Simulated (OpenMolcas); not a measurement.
Sb II: effect of the IPEA shift

```json
{"Program": "OpenMolcas", "Basis": "ANO-RCC-VDZP [6s5p3d1f]", "Scalar Hamiltonian": "DKH2, point nucleus", "Active space": "2 electrons in 3 orbitals (5p)", "State averaging": "2S+1 = 3 even, 3 roots; 2S+1 = 1 even, 6 roots", "Spin-orbit coupling": "RASSI with atomic mean-field integrals over the reference wave functions, term energies averaged over their components"}
```

Methods on the same reference wave functions:
A. CASSCF
B. SS-CASPT2, IPEA 0.25 Eh, imaginary shift 0.1 Eh (closed shells correlated: 4d 5s)
C. SS-CASPT2, IPEA 0.5 Eh, imaginary shift 0.1 Eh (closed shells correlated: 4d 5s)

Energies in cm⁻¹ above 5s² 5p² ³P₀, the measured ground level; measured values from NIST Handbook of Basic Atomic Spectroscopic Data.

```tsv
Level	A	B	C	Measured
5s² 5p² ³P₀	0.0	0.0	0.0	0.0
5s² 5p² ³P₁	2661	2760	2760	3055
5s² 5p² ³P₂	5481	5510	5490	5658
5s² 5p² ¹D₂	14461	13800	13660	12790
5s² 5p² ¹S₀	28404	25740	25760	23906
```

Deviations, from unrounded energies. A percentage is the sum of absolute deviations over the sum of measured energies, with the sign that they share, or ± where signs differ.

```
                        Against measurement  Levels      A     B     C
             mean absolute deviation (cm-1)       4   1700   830   800
      fine structure of the ground term (%)       2   -6.5  -5.1  -5.3
other terms of the ground configuration (%)       2  +16.8  +7.8  +7.4
```

B, C lie about equally close to measurement and A furthest from it. The largest miss of C in the table is 5s² 5p² ¹S₀, by +1900 cm-1. The ranking rests on the paired levels alone, and a cruder setting can come out closer through cancelling errors.

Between B and C the level of the table that moves most is 5s² 5p² ¹D₂, by 140 cm-1 (lowest in C, highest in B). Moves below CASPT2's spread within the term are not significant.

The mean deviations of B to C differ by less than CASPT2's widest spread within a term (140 cm-1), so their order carries little weight.

From A to B the spin-free energies of the other terms of 5s² 5p² shown, above ³P, scale by factors of 0.88 to 0.91.

The lowest spin-free term lies below A's lowest term by 0.362 hartree in B, 0.358 hartree in C.

CASPT2 does not keep the components of a term degenerate, so their means are used; among the terms shown or strongly mixed into the levels shown the widest spread is 140 cm-1 (5s² 5p² ¹D, C). With the s shell closed, the reference lacks s² → p² mixing. Measured partners are found by configuration, term and J. A level has none where our copy of the source lacks it or the pairing is in doubt (some pairs that miss far off the trend of their configuration count as doubtful), and it then counts in no deviation. Only configurations of the active space appear.
